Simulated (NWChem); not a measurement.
System: C3H3NOSi; SMILES C#C[SiH2]OC#N

Here is an NWChem input.

```
start job
memory heap 200 mb stack 900 mb global 1100 mb
geometry units angstroms
  C     -2.768379     0.628048     0.034864
  C     -1.779395     0.028286    -0.295315
  Si    -0.242249    -0.876402    -0.777683
  O      0.963616    -0.492353     0.293357
  C      1.592158     0.521899     0.671888
  N      2.190765     1.425765     1.037378
  H     -3.635700     1.150819     0.321521
  H      0.178502    -0.462601    -2.113700
  H     -0.312829    -2.305515    -0.513328
end
basis spherical
  * library def2-svp
end
dft
  xc pbe0
  iterations 150
end
driver
  maxiter 120
end
task dft optimize
task dft freq
```

Excerpt of the output:

```
             Northwest Computational Chemistry Package (NWChem) 7.3.0
             --------------------------------------------------------

 C1  symmetry detected

                             Geometry "geometry" -> ""
                             -------------------------

 Output coordinates in angstroms (scale by  1.889725989 to convert to a.u.)

  No.       Tag          Charge          X              Y              Z
 ---- ---------------- ---------- -------------- -------------- --------------
    1 C                    6.0000     1.35792496    -2.45531844    -0.07232420
    2 C                    6.0000     0.41404680    -1.71483693     0.01487183
    3 Si                  14.0000    -1.01539995    -0.55074462     0.13948383
    4 O                    8.0000    -0.53348351     0.94700666    -0.38322868
    5 C                    6.0000     0.30224648     1.82450438    -0.06920476
    6 N                    7.0000     1.04937926     2.65048374     0.19240127
    7 H                    1.0000     2.18163704    -3.10605988    -0.14809661
    8 H                    1.0000    -1.44347614    -0.43778473     1.53131533
    9 H                    1.0000    -2.04565777    -0.80126428    -0.85702899

 Effective nuclear repulsion energy (a.u.)     236.5882954948

                                Z-matrix (autoz)
                                --------

 Units are Angstrom for bonds and degrees for angles

      Type          Name      I     J     K     L     M      Value
      ----------- --------  ----- ----- ----- ----- ----- ----------
    1 Stretch                  1     2                       1.20284
    2 Stretch                  1     7                       1.05248
    3 Stretch                  2     3                       1.84769
    4 Stretch                  3     4                       1.65793
    5 Stretch                  3     8                       1.46055
    6 Stretch                  3     9                       1.45507
    7 Stretch                  4     5                       1.25182
    8 Stretch                  5     6                       1.14407
    9 Bend                     1     3     4               108.42116
   10 Bend                     1     3     8               110.02898
   11 Bend                     1     3     9               113.31810
   12 Bend                     2     3     4               108.84548
   13 Bend                     2     3     8               109.86126
   14 Bend                     2     3     9               113.14838
   15 Bend                     3     4     5               138.43646
   16 Bend                     4     3     8               108.40745
   17 Bend                     4     3     9                98.36191
   18 Bend                     6     4     3               139.35008
   19 Bend                     7     3     4               108.30309
   20 Bend                     7     3     8               110.08102
   21 Bend                     7     3     9               113.35913
   22 Bend                     8     3     9               117.28559
   23 Torsion                  2     3     4     5         -61.49726
   24 Torsion                  4     3     5     6         179.16536
   25 Torsion                  1     2     4     3        -179.82311
   26 Torsion                  5     4     3     8          57.97060
   27 Torsion                  5     4     3     9        -179.53241
   28 Torsion                  3     4     1     7        -179.95583
   29 Torsion                  5     4     3     7         -61.45079
   30 Torsion                  3     8     1     7         178.84254
   31 Torsion                  3     9     1     7        -178.74150
   32 Torsion                  1     2     8     3         178.01139
   33 Torsion                  1     2     9     3        -177.92496

                           NWChem Geometry Optimization
                           ----------------------------

 maximum gradient threshold         (gmax) =   0.000450
 rms gradient threshold             (grms) =   0.000300
 maximum cartesian step threshold   (xmax) =   0.001800
 rms cartesian step threshold       (xrms) =   0.001200
 fixed trust radius                (trust) =   0.300000
 source of zmatrix                         =   autoz

          -------------------
          Energy Minimization
          -------------------

 Using diagonal initial Hessian
 Scaling for Hessian diagonals: bonds = 1.00  angles = 0.25  torsions = 0.10

          --------
          Step   0

                                 NWChem DFT Module
                                 -----------------

 Summary of "ao basis" -> "ao basis" (spherical)
 ------------------------------------------------------------------------------
       Tag                 Description            Shells   Functions and Types
 ---------------- ------------------------------  ------  ---------------------
 C                          def2-svp                 6       14   3s2p1d
 Si                         def2-svp                 8       18   4s3p1d
 O                          def2-svp                 6       14   3s2p1d
 N                          def2-svp                 6       14   3s2p1d
 H                          def2-svp                 3        5   2s1p

            General Information
            -------------------
          SCF calculation type: DFT
          Wavefunction type:  closed shell.
          No. of atoms     :     9
          No. of electrons :    50
           Alpha electrons :    25
            Beta electrons :    25
          Charge           :     0
          Spin multiplicity:     1
          Use of symmetry is: off; symmetry adaption is: off
          Maximum number of iterations: 150
          AO basis - number of functions:   103
                     number of shells:    47
          Convergence on energy requested:  1.00D-06
          Convergence on density requested:  1.00D-05
          Convergence on gradient requested:  5.00D-04

[...]

      ----------------------
      Optimization converged
      ----------------------

  Step       Energy      Delta E   Gmax     Grms     Xrms     Xmax
  ---- ---------------- -------- -------- -------- -------- --------
@   11    -534.83805483 -1.6D-07  0.00015  0.00003  0.00047  0.00123
                                     ok       ok       ok       ok

                                Z-matrix (autoz)
                                --------

 Units are Angstrom for bonds and degrees for angles

[...]

 Rotational Constants
 --------------------
 A=   0.170298 cm-1  (  0.245015 K)
 B=   0.061921 cm-1  (  0.089089 K)
 C=   0.047632 cm-1  (  0.068530 K)

 Temperature                      =   298.15K
 frequency scaling parameter      =   1.0000

 Zero-Point correction to Energy  =   31.421 kcal/mol  (  0.050073 au)
 Thermal correction to Energy     =   35.861 kcal/mol  (  0.057148 au)
 Thermal correction to Enthalpy   =   36.453 kcal/mol  (  0.058092 au)

 Total Entropy                    =   84.435 cal/mol-K
   - Translational                =   39.609 cal/mol-K (mol. weight =  96.9984)
   - Rotational                   =   27.553 cal/mol-K (symmetry #  =        1)
   - Vibrational                  =   17.273 cal/mol-K

 Cv (constant volume heat capacity) =   23.514 cal/mol-K
   - Translational                  =    2.979 cal/mol-K
   - Rotational                     =    2.979 cal/mol-K
   - Vibrational                    =   17.555 cal/mol-K

[normal modes left out]

 ----------------------------------------------------------------------------
 Normal Eigenvalue ||           Projected Infra Red Intensities
  Mode   [cm**-1]  || [atomic units] [(debye/angs)**2] [(KM/mol)] [arbitrary]
 ------ ---------- || -------------- ----------------- ---------- -----------
    1       -0.000 ||    0.000422           0.010         0.411       0.069
    2       -0.000 ||    0.001097           0.025         1.070       0.181
    3       -0.000 ||    0.001412           0.033         1.377       0.232
    4       -0.000 ||    0.000337           0.008         0.329       0.055
    5        0.000 ||    0.003733           0.086         3.640       0.614
    6        0.000 ||    0.000681           0.016         0.664       0.112
    7       40.581 ||    0.001898           0.044         1.851       0.312
    8      114.469 ||    0.003309           0.076         3.226       0.544
    9      160.981 ||    0.000169           0.004         0.164       0.028
   10      227.567 ||    0.009134           0.211         8.905       1.502
   11      353.281 ||    0.027941           0.645        27.239       4.596
   12      520.266 ||    0.003845           0.089         3.749       0.632
   13      533.391 ||    0.015629           0.361        15.236       2.571
   14      638.659 ||    0.071182           1.642        69.392      11.708
   15      658.346 ||    0.080749           1.863        78.718      13.281
   16      704.315 ||    0.074975           1.730        73.089      12.331
   17      744.446 ||    0.009950           0.230         9.700       1.637
   18      755.491 ||    0.031757           0.733        30.958       5.223
   19      775.777 ||    0.024625           0.568        24.006       4.050
   20      889.531 ||    0.343155           7.917       334.524      56.440
   21      940.478 ||    0.139793           3.225       136.277      22.992
   22     1239.409 ||    0.225484           5.202       219.813      37.086
   23     2173.616 ||    0.083305           1.922        81.209      13.701
   24     2290.184 ||    0.070210           1.620        68.444      11.548
   25     2321.642 ||    0.077000           1.776        75.063      12.664
   26     2438.592 ||    0.281867           6.503       274.778      46.360
   27     3468.990 ||    0.057942           1.337        56.485       9.530
 ----------------------------------------------------------------------------
```

Level: PBE0/def2-SVP.
